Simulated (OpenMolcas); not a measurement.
A calculation on Re IV.

```yaml
Program: OpenMolcas
Method: RASSCF
Basis: ANO-RCC-VQZP [9s8p6d4f3g2h]
Scalar_Hamiltonian: DKH2, point nucleus
Active_space: 10 electrons in 8 orbitals (RAS1 5p, at most 2 holes; RAS2 5d)
State_averaging: 2S+1 = 5 even, 5 roots; 2S+1 = 3 even, 45 roots; 2S+1 = 1 even, 50 roots
Spin-orbit_coupling: state interaction with AMFI integrals over the reference wave functions, term energies averaged over their components
```

**Question.** Which level of the active space comes out lowest?

**Answer.** 5d4 5D0, with 74 % of that term; it is also the measured ground level.

**Question.** How high does 5d4 3P1(1) lie?

**Answer.** 23269 cm-1 above the lowest level; measured 19340 cm-1 above the ground level, so the calculation is off by +20 %.

**Question.** How high does 5d4 5D4 lie?

**Answer.** 10581 cm-1 above the lowest level; measured 10121 cm-1 above the ground level, so the calculation is off by +5 %.

**Question.** How high does 5d4 5D1 lie?

**Answer.** 2907 cm-1 above the lowest level; measured 3084 cm-1 above the ground level, so the calculation is off by -6 %.

**Question.** The level at 23686 cm-1 has J = 3. What is it made of, and what is its g factor?

**Answer.** 56 % 5d4 3G3, 35 % 5d4 3F(1), 4 % 5d4 5D; g = 0.913, against 0.749 from Landé's formula for the pure leading term.

Measured values: the list in Brasseur, Gamrath and Quinet, At. Data Nucl. Data Tables 157, 101636 (2024).

Without dynamic correlation excited terms often stand tens of per cent too high (terms of higher spin than the ground term too low), and those without a measured partner can miss by more than the paired ones. Active for correlation alone: 5p; no level in the range computed is led by a configuration that opens it, so any true level of that kind is missing. Computed and measured levels are paired by configuration, term and J; levels that our copy of the source lacks, or whose pairing is in doubt (as where it misses far off the trend of its configuration), stay unpaired and out of the deviations. Levels of configurations outside the active space are missing.

A number in round brackets counts repeated terms of one configuration in the order of the reference energies.
